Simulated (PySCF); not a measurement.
C₄H₁₁O₂ (SMILES COCC[OH+]C), charge +1, singlet, geometry from GFN2-xTB; CAMB3LYP/STO-3G run with PySCF.

Here is a job for PySCF.
```python
from pyscf import gto, scf, dft

mol = gto.M(
    atom='''
C    -2.151560   -1.054353   -0.187000
O    -1.037066   -0.602829    0.564913
C    -0.740969    0.759780    0.443960
C     0.323263    1.035349   -0.630172
O     1.646239    0.692320   -0.086505
C     1.873565   -0.733662    0.088834
H    -3.060519   -0.524949    0.107581
H    -2.259088   -2.110624    0.045406
H    -1.992839   -0.931520   -1.262531
H    -0.356108    1.098641    1.411680
H    -1.635965    1.344452    0.203913
H     0.353005    2.099519   -0.865766
H     0.130603    0.448120   -1.532174
H     2.344771    1.050330   -0.671542
H     2.805482   -0.851175    0.638893
H     1.042110   -1.131258    0.673113
H     1.929361   -1.250151   -0.869566
''',
    basis='sto-3g',
    charge=1,
    spin=0,
    verbose=4,
)

mf = dft.RKS(mol)
mf.xc = 'camb3lyp'
mf.grids.atom_grid = (99, 590)
mf.grids.prune = None
mf.kernel()
```

It wrote (shortened):

```
PySCF version 2.14.0

[INPUT] verbose = 4
[INPUT] num. atoms = 17
[INPUT] num. electrons = 50
[INPUT] charge = 1
[INPUT] spin (= nelec alpha-beta = 2S) = 0
[INPUT] symmetry False subgroup None
[INPUT] Mole.unit = angstrom
[INPUT] Symbol           X                Y                Z      unit          X                Y                Z       unit  Magmom
[INPUT]  1 C     -2.151560000000  -1.054353000000  -0.187000000000 AA   -4.065859140569  -1.992438408614  -0.353378785294 Bohr   0.0
[INPUT]  2 O     -1.037066000000  -0.602829000000   0.564913000000 AA   -1.959770713098  -1.139181709945   1.067530854206 Bohr   0.0
[INPUT]  3 C     -0.740969000000   0.759780000000   0.443960000000 AA   -1.400228476793   1.435776114922   0.838962810262 Bohr   0.0
[INPUT]  4 C      0.323263000000   1.035349000000  -0.630172000000 AA    0.610878536205   1.956526053342  -1.190852491369 Bohr   0.0
[INPUT]  5 O      1.646239000000   0.692320000000  -0.086505000000 AA    3.110940845578   1.308295190559  -0.163470758406 Bohr   0.0
[INPUT]  6 C      1.873565000000  -0.733662000000   0.088834000000 AA    3.540524726571  -1.386420248001   0.167871930550 Bohr   0.0
[INPUT]  7 H     -3.060519000000  -0.524949000000   0.107581000000 AA   -5.783542709028  -0.992009839364   0.203298626207 Bohr   0.0
[INPUT]  8 H     -2.259088000000  -2.110624000000   0.045406000000 AA   -4.269057611291  -3.988501311934   0.085804904412 Bohr   0.0
[INPUT]  9 H     -1.992839000000  -0.931520000000  -1.262531000000 AA   -3.765919920352  -1.760317679555  -2.385837813773 Bohr   0.0
[INPUT] 10 H     -0.356108000000   1.098641000000   1.411680000000 AA   -0.672946590767   2.076130599218   2.667688575526 Bohr   0.0
[INPUT] 11 H     -1.635965000000   1.344452000000   0.203913000000 AA   -3.091525799374   2.540646067624   0.385339723238 Bohr   0.0
[INPUT] 12 H      0.353005000000   2.099519000000  -0.865766000000 AA    0.667082770602   3.967515903321  -1.636060627960 Bohr   0.0
[INPUT] 13 H      0.130603000000   0.448120000000  -1.532174000000 AA    0.246803901047   0.846824070940  -2.895389235179 Bohr   0.0
[INPUT] 14 H      2.344771000000   1.050330000000  -0.671542000000 AA    4.430975014823   1.984836040414  -1.269030461143 Bohr   0.0
[INPUT] 15 H      2.805482000000  -0.851175000000   0.638893000000 AA    5.301592627397  -1.608487634077   1.207332792902 Bohr   0.0
[INPUT] 16 H      1.042110000000  -1.131258000000   0.673113000000 AA    1.969302491670  -2.137767796223   1.271999220884 Bohr   0.0
[INPUT] 17 H      1.929361000000  -1.250151000000  -0.869566000000 AA    3.645963885417  -2.362443004351  -1.643241587234 Bohr   0.0

nuclear repulsion = 275.013415987187
number of shells = 29
number of NR pGTOs = 123
number of NR cGTOs = 41
basis = sto-3g
ecp = {}

******** <class 'pyscf.dft.rks.RKS'> ********
method = RKS
initial guess = minao
damping factor = 0
level_shift factor = 0
DIIS = <class 'pyscf.scf.diis.CDIIS'>
diis_start_cycle = 1
diis_space = 8
diis_damp = 0
SCF conv_tol = 1e-09
SCF conv_tol_grad = None
SCF max_cycles = 50
direct_scf = True
direct_scf_tol = 1e-13
XC library pyscf.dft.libxc version 7.1.2
    S. Lehtola, C. Steigemann, M. J. T. Oliveira, and M. A. L. Marques,  SoftwareX 7, 1–5 (2018)
XC functionals = camb3lyp
    T. Yanai, D. P. Tew, and N. C. Handy,  Chem. Phys. Lett. 393, 51 (2004)
radial grids:
    Treutler-Ahlrichs [JCP 102, 346 (1995); DOI:10.1063/1.469408] (M4) radial grids

becke partition: Becke, JCP 88, 2547 (1988); DOI:10.1063/1.454033
pruning grids: None
grids dens level: 3
symmetrized grids: False
atomic radii adjust function: <function treutler_atomic_radii_adjust>
User specified grid scheme (99, 590)
small_rho_cutoff = 0
Set gradient conv threshold to 3.16228e-05
Initial guess from minao.
tot grids = 992976
init E= -306.115321272041
  HOMO = -0.290576756022903  LUMO = 0.1312117956577  gap/eV = 11.47745
cycle= 1 E= -305.016616941587  delta_E=  1.1  |g|= 0.505  |ddm|= 4.78
  HOMO = -0.2473982679387  LUMO = -0.0492918050048503  gap/eV = 5.39075
cycle= 2 E= -305.059045636109  delta_E= -0.0424  |g|= 0.408  |ddm|= 1.23
  HOMO = -0.37439616628788  LUMO = -0.0160019064980802  gap/eV = 9.75240
cycle= 3 E= -305.106108924769  delta_E= -0.0471  |g|= 0.0205  |ddm|= 0.535
  HOMO = -0.375481986163677  LUMO = -0.00533486789013438  gap/eV = 10.07222
cycle= 4 E= -305.106270869306  delta_E= -0.000162  |g|= 0.00874  |ddm|= 0.0445
  HOMO = -0.375816065284587  LUMO = -0.00770293855335291  gap/eV = 10.01687
cycle= 5 E= -305.10629608073  delta_E= -2.52e-05  |g|= 0.000946  |ddm|= 0.0128
  HOMO = -0.375892116757908  LUMO = -0.00756552426791823  gap/eV = 10.02268
cycle= 6 E= -305.106296600153  delta_E= -5.19e-07  |g|= 0.000279  |ddm|= 0.00267
  HOMO = -0.375860233428245  LUMO = -0.0076025217122167  gap/eV = 10.02080
cycle= 7 E= -305.10629663041  delta_E= -3.03e-08  |g|= 9.06e-05  |ddm|= 0.000554
  HOMO = -0.375870284120722  LUMO = -0.00759211711276442  gap/eV = 10.02136
cycle= 8 E= -305.106296633861  delta_E= -3.45e-09  |g|= 1.46e-05  |ddm|= 0.000203
  HOMO = -0.375870829777153  LUMO = -0.0075932740711952  gap/eV = 10.02134
cycle= 9 E= -305.106296633949  delta_E= -8.78e-11  |g|= 4.94e-06  |ddm|= 3.27e-05
  HOMO = -0.375871152763322  LUMO = -0.00759282567780095  gap/eV = 10.02136
Extra cycle  E= -305.106296633956  delta_E= -7.16e-12  |g|= 3.06e-06  |ddm|= 1.28e-05
converged SCF energy = -305.106296633956
```
